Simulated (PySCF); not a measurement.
**Excitation energy of V+ by level of theory**

V+ [Ar] 3d4 (5D) → V+ [Ar] 3d3 4p1 (high-spin determinant), as a difference of total energies. All numbers are calculated (PySCF 2.14, no relativity, point nucleus, in dyall-av2z (16s12p7d2f, 101 functions)). Correlated levels: valence: [Ar] frozen; virtual orbitals above 40 to 60 times the deepest correlated orbital energy dropped. The calculations carry no spin-orbit coupling.

```csv
method,excitation energy (eV)
UHF,3.607
MP2 (valence),4.135
SCS-MP2 (valence),3.783
CCSD (valence),4.139
CCSD(T) (valence),4.141
```

Q: How much does correlation contribute at CCSD(T) (valence)?

A: 4.141 − (3.607) = 0.534 eV, measured against UHF.

A first-order spin-orbit estimate (lowest level to lowest level, LS coupling) adds -0.028 eV.

The determinant of the upper state mixes LS terms, which raises its energy above the lowest term, most at the Hartree-Fock and MP2 levels.
